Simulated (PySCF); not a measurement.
Predicted microwave data (PBE0-D3(BJ)/def2-SVP geometry optimisation, gas phase in PySCF 2.14.0) for one isomer of C4H7BrO:

| Item | Value |
| --- | --- |
| Rotational constants | A = 7734, B = 735.3, C = 712.7 MHz |
| Dipole components | \|μa\| = 2.30 D, \|μb\| = 0.24 D, \|μc\| = 1.13 D |
| Inertial defect | -43.54 u·Å² |
| κ | -0.99 |

Question: Which candidate fits, each taken in the one conformer that was computed?
A. `[CH3:1][O:2]/[CH:3]=[CH:4]/[CH2:5][Br:6]` with C1–O2–C3–C4 1°, C3–C4–C5–Br6 110°
B. `[CH3:1][O:2][C@@H:3]1[CH2:4][C@H:5]1[Br:6]` with C1–O2–C3–C4 155°
C. `[CH3:1][C:2](=[O:3])[CH2:4][CH2:5][Br:6]` with C1–C2–C4–C5 180°, C2–C4–C5–Br6 180°

Answer: A. It is CO/C=C/CBr, a near-prolate asymmetric top, point group C1. The candidates at the same level (rigid rotor, commonest isotopes):

| SMILES | A (MHz) | B (MHz) | C (MHz) | μa (D) | μb (D) | μc (D) | Δ (u·Å²) | point group | rotor |
| --- | --- | --- | --- | --- | --- | --- | --- | --- | --- |
| CO/C=C/CBr | 7734 | 735.3 | 712.7 | 2.30 | 0.24 | 1.13 | -43.54 | C1 | near-prolate asymmetric top |
| CO[C@@H]1C[C@H]1Br | 5412 | 1092 | 953.0 | 1.08 | 0.39 | 0.04 | -25.97 | C1 | near-prolate asymmetric top |
| CC(=O)CCBr | 8423 | 768.1 | 713.3 | 1.48 | 2.17 | 0.00 | -9.43 | Cs | near-prolate asymmetric top |

`CC(=O)CCBr` has A 9 % too high; `CO[C@@H]1C[C@H]1Br` has B 48 % too high. No structure here is proved a minimum.
